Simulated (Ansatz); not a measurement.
**Worked example: the enthalpy of formation of GaCNOF2 (SMILES O=C=[N][Ga]([F])[F])**

The species is GaCNOF2 (6 atoms), meant as a singlet with charge 0. As SMILES, `O=C=[N][Ga]([F])[F]`. The coordinates come from a PBE0-D4/def2-TZVP relaxation.

Total energies at HF/aug-pcseg-1 (Ansatz 0.2.0); the atoms run unrestricted:

| species | state | energy (Eh) |
| --- | --- | --- |
| GaCNOF2 | singlet | -2289.106514 |
| O | triplet | -74.765735 |
| C | triplet | -37.670906 |
| N | quartet | -54.370021 |
| Ga | doublet | -1922.967011 |
| F | doublet | -99.341307 |

Harmonic wavenumbers at PBE0-D4/def2-TZVP, in cm⁻¹: 51, 59, 184, 194, 198, 518, 647, 669, 713, 744, 1463, 2375.

Measured heats of formation of the gaseous atoms at 298.15 K, in kJ/mol: O 249.2, C 716.9, N 472.4, Ga 272.0, F 79.4. Spin-orbit lowering of the atoms at 298 K (mean of the ground term's levels less their thermal mean, from spectra), in kJ/mol: O 0.40, C 0.02, Ga 6.24, F 1.29. Take 1 Eh = 2625.50 kJ/mol, 1 cm⁻¹ = 0.0119627 kJ/mol, RT = 2.479 kJ/mol.

**Question.** Work out the heat of formation of the gas at 298 K.

**Answer.** 
1. Electronic atomisation energy: (-74.765735) + (-37.670906) + (-54.370021) + (-1922.967011) + 2 × (-99.341307) − (-2289.106514) = 0.650227 Eh = 1707.2 kJ/mol.
2. Zero-point energy: half the sum of the wavenumbers, 3907.5 cm⁻¹ = 46.7 kJ/mol.
3. Thermal vibrational enthalpy, Σ hcν̃/(exp(hcν̃/kT) − 1): 10.6 kJ/mol. Translation, rotation and pV of a non-linear molecule: 4 RT = 9.9 kJ/mol.
4. The 6 free atoms carry 5/2 RT each: 37.2 kJ/mol.
5. Spin-orbit coupling lowers the free atoms by 0.40 + 0.02 + 6.24 + 2 × 1.29 = 9.2 kJ/mol.
6. Atomisation enthalpy at 298 K: 1707.2 − 9.2 − 46.7 − 10.6 − 9.9 + 37.2 = 1668.0 kJ/mol.
7. Sum of the atoms' heats of formation: 1869.3 kJ/mol. Heat of formation: 1869.3 − 1668.0 = +201.3 kJ/mol.

No measured value is set beside it here. Hartree–Fock leaves out correlation, which is larger in the molecule than in the atoms, so it underbinds and puts the heat of formation too high. Relativity is left out. Anharmonicity and any spin-orbit splitting of the molecule are left out.
